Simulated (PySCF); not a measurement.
C2H7AlS. Atoms are numbered in the order given.

```xyz
11

Al    -0.5678     0.5801     0.6267
H     -2.0566     0.0282     0.8501
C      0.1671     2.2042     1.4412
H      0.1231     2.1444     2.5498
H     -0.4275     3.0960     1.1482
H      1.2213     2.3874     1.1511
S      0.7203    -0.6013    -0.7017
C     -0.3743    -1.9929    -1.2144
H     -1.3789    -1.9200    -0.7546
H      0.0958    -2.9471    -0.9092
H     -0.4777    -1.9781    -2.3160
```

Geometry: PBE-D3(BJ)/def2-SVP. The structure was generated by enumeration; whether it is a known compound was not checked. The values are those of a single conformer.

Calculation: PySCF with CAM-B3LYP/def2-TZVP.

Atomic charges (e):

```
atom    IAO  Mulliken  Löwdin
----  -----  --------  ------
Al1    0.80       ___    0.00
H2    -0.21       ___   -0.11
C3    -0.79     -0.57   -0.52
H4     0.15      0.13    0.14
H5     0.15      0.13    0.14
H6     0.15      0.14    0.14
S7    -0.23     -0.22    0.38
C8    -0.47     -0.33   -0.50
H9     0.15       ___    0.11
H10    0.15       ___    0.11
H11    0.15       ___    0.11
```

Q: What belongs in the gaps? (Estimate from the structure and the level; the computed values follow.)

A: 
- Al1, Mulliken: 0.42
- H2, Mulliken: -0.12
- H9, Mulliken: 0.14
- H10, Mulliken: 0.14
- H11, Mulliken: 0.14
